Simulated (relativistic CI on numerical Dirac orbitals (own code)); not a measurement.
Method of calculation: Dirac-Coulomb-Breit CI, orbitals from a KLI potential per configuration, a model potential for QED, unscaled Slater integrals (own radial code, finite nucleus).

The strongest absorption lines from the ground level of an ion, among the configurations computed and to levels below about 777 eV (vacuum wavelength in Å, gf): 47.836 (1.2), 52.452 (0.73), 52.790 (1.1), 56.498 (0.17), 59.729 (0.41), 62.722 (0.36), 63.110 (0.63), 65.047 (0.21).

Q: Which ion is it?
A. Sn XXXI
B. Ag XXVIII
C. Sn XXXIII
D. I XXXIV

A: A. Sn XXXI has 20 electrons and the ground level 3s2.3p6.3d2 3F_2; the strongest line goes to 3s2.3p5.3d3 3D°_1. The pattern of lines fixes the number of electrons, and along that sequence the line energies rise steadily with the charge (about as its square where n changes within one kind of shell, about linearly where n is kept but much faster in heavy ions where fine structure, which grows about as Z⁴, sets the gap, and irregularly where shells cross), which fixes Z. Configurations outside the model, such as inner-shell arrays, can give stronger lines. At this charge energies of transitions that change n are usually good to better than 1 %, and those within a shell (Δn = 0) to a few per cent. Terms inside the open d or f shell come out 10 to 20 % too wide with unscaled integrals.

LS names give the leading component of a level, which can be under half, so a name can repeat, a term be missing and a line seem to break the LS rules.
